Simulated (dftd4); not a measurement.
CH$_{3}$S (SMILES [CH2-]S), charge -1, singlet, geometry from GFN2-xTB; D4 for bp86 (dftd4).

dftd4 was given this input:
```
$ dftd4 mol.xyz --func bp86 --charge -1 --json dftd4.json --noedisp --grad

# file mol.xyz
5

C     -0.18310410     1.16138186     0.01505557
S     -0.04796709    -0.56372168    -0.01148952
H      1.29602576    -1.14309776     0.01927862
H      0.25755768     1.58118756     0.93632275
H      0.31251462     1.61316597    -0.86210237
```

Problem. Predict the main parts of the log of this dftd4 run.

Solution. 
```
                    ____  _____ _____     ____  _  _
      -------------|  _ \|  ___|_   _|---|  _ \| || |------------
     |             | | | | |_    | | ___ | | | | || |_           |
     |             | |_| |  _|   | ||___|| |_| |__   _|          |
     |             |____/|_|     |_|     |____/   |_|            |
     |             ===================================           |
     |            E. Caldeweyher, S. Ehlert & S. Grimme          |
     |          Mulliken Center for Theoretical Chemistry        |
     |                    University of Bonn                     |
      -----------------------------------------------------------

Rational (Becke-Johnson) damping: bp86-D4-ATM
---------------------
  s6         1.0000
  s8         3.3550
  s9         1.0000
  a1         0.4365
  a2         4.9241
 alp        16.0000
--------------------

Dispersion energy:      -3.7551743336566E-03 Eh

Gradient norm:           2.9287986275993E-04 Eh/a0
--------------------------------------------------
     #    Z           dE/dx      dE/dy      dE/dz
--------------------------------------------------
     1    6 C     4.646E-05  2.061E-04  5.084E-06
     2   16 S     9.272E-05 -1.277E-04  5.621E-07
     3    1 H    -5.351E-05 -1.982E-05 -1.987E-06
     4    1 H    -4.096E-05 -2.818E-05 -6.327E-05
     5    1 H    -4.471E-05 -3.036E-05  5.961E-05
--------------------------------------------------

Virial:
--------------------------------------------------
      component           x          y          z
--------------------------------------------------
          x      -2.019E-04 -1.399E-04 -2.267E-06
          y      -1.399E-04  4.544E-04  7.522E-06
          z      -2.267E-06  7.522E-06 -2.090E-04
--------------------------------------------------

[Info] Dispersion results written to 'dftd4.txt'
[Info] JSON dump of results written to 'dftd4.json'
```
